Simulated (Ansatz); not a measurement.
Start from `[OH][Hf]([OH])([OH])[Br]` and change one atom or group to get `[OH][Hf]([OH])([OH])[I]`.

Ansatz, PBE0-D4/def2-TZVP geometries, multiplicity 1. Each molecule was computed in one conformer, which needn't be the lowest.

Elements past krypton have def2 core potentials. Scalar relativity is left out up to krypton.

```
                                      property  `[OH][Hf]([OH])([OH])[Br]`
            LUMO energy (PBE0/def2-TZVPP) / eV                       -0.18
           HOMO energy (B3LYP/def2-TZVPP) / eV                       -7.74
             LUMO energy (PBE/def2-TZVPP) / eV                       -0.89
zero-point energy (PBE0-D4/def2-TZVP) / kJ/mol                        98.7
          HOMO–LUMO gap (PBE0/def2-TZVPP) / eV                        7.84
         LUMO energy (ωB97M-V/def2-TZVPP) / eV                        0.98
```

Q: Give the same properties after the change, and the shifts. (An estimate is asked.)

A: The calculation gave: 
| property | `[OH][Hf]([OH])([OH])[I]` | shift |
| --- | --- | --- |
| LUMO energy (PBE0/def2-TZVPP) / eV | -0.24 | -0.06 |
| HOMO energy (B3LYP/def2-TZVPP) / eV | -7.00 | 0.74 |
| LUMO energy (PBE/def2-TZVPP) / eV | -0.94 | -0.05 |
| zero-point energy (PBE0-D4/def2-TZVP) / kJ/mol | 98.5 | -0.2 |
| HOMO–LUMO gap (PBE0/def2-TZVPP) / eV | 7.03 | -0.81 |
| LUMO energy (ωB97M-V/def2-TZVPP) / eV | 0.93 | -0.05 |

With PBE0 the HOMO rises by 0.75 eV and the LUMO falls by 0.06 eV, so the gap narrows by about 0.81 eV. PBE moves the HOMO by 0.59 eV and ωB97M-V by 0.88 eV.

B3LYP here is the variant with VWN-RPA as its local correlation; programs differ in this.

Spin–orbit coupling is left out; it splits and shifts lone-pair levels of the heavy atoms by tenths of an eV.
